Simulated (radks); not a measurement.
Values are calculated unless marked as measured or tabulated.
Question: Code: a radial shooting solver on a logarithmic mesh with Libxc functionals. Model: scalar-relativistic Kohn-Sham, LB94 model potential, spin-polarised, spherical densities, finite nucleus; Fermi nuclear charge, rms radius of each element as measured or else 0.836 A^(1/3) + 0.57 fm. Response by self-consistent Sternheimer equations with the Hartree and adiabatic LDA kernel, the relativistic mass of each level held fixed and spin-orbit coupling left out. Estimate the static dipole polarisabilities of Sn4+ ([Kr] 4d10) and Xe8+ ([Kr] 4d10) and the C6 coefficients of the three pairs.

Answer: alpha = 2.425 and 0.8743 bohr^3; C6 = 9.501 (Sn4+-Sn4+), 4.455 (Sn4+-Xe8+), 2.226 (Xe8+-Xe8+) hartree bohr^6.
